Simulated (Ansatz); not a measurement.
Basis sets compared for (MgO)2 ring (Mg₂O₂). The state is a singlet with charge 0. Geometry r2SCAN-D4/def2-TZVP. Ansatz on 4 threads of Arm Neoverse V1 on a shared host; times are rough, and most runs start from earlier orbitals.

```xyz
4

Mg   -0.001   -1.132   -0.386
O     0.151    0.459   -1.345
Mg    0.001    1.132    0.386
O    -0.151   -0.459    1.345
```

Binding counts from free atoms (Mg singlet, O triplet) in the same basis, without a counterpoise term.

```tsv
level	functions	energy (Eh)	HOMO (eV)	LUMO (eV)	binding per atom (eV)	wall time
HF/STO-3G	28	-541.8366	-2.10	8.46	1.45	0.1 s
HF/6-31G	44	-548.8657	-8.98	-0.40	0.78	0.2 s
PBE-D4/def2-SVP	64	-549.9875	-4.46	-3.23	2.82	0.56 s
PBE-D4/def2-TZVP	126	-550.3212	-4.51	-3.14	2.83	1.1 s
r2SCAN-D4/def2-TZVP	126	-550.5947	-4.59	-2.68	2.80	2.3 s
PBE0-D4/def2-SVP	64	-550.0037	-5.78	-2.51	2.55	0.8 s
PBE0-D4/def2-TZVP	126	-550.3375	-5.81	-2.42	2.58	3.1 s
```

Problem. Estimate the rows for PBE-D4/def2-TZVPD, r2SCAN-D4/def2-TZVPD, PBE0-D4/def2-TZVPD.

Solution. 
```json
{"level": "PBE-D4/def2-TZVPD", "functions": "150", "energy (Eh)": "-550.3243", "HOMO (eV)": "-4.55", "LUMO (eV)": "-3.14", "binding per atom (eV)": "2.84", "wall time": "1.3 s"}
{"level": "r2SCAN-D4/def2-TZVPD", "functions": "150", "energy (Eh)": "-550.5976", "HOMO (eV)": "-4.61", "LUMO (eV)": "-2.67", "binding per atom (eV)": "2.81", "wall time": "2.5 s"}
{"level": "PBE0-D4/def2-TZVPD", "functions": "150", "energy (Eh)": "-550.3406", "HOMO (eV)": "-5.84", "LUMO (eV)": "-2.42", "binding per atom (eV)": "2.59", "wall time": "1.6 s"}
```
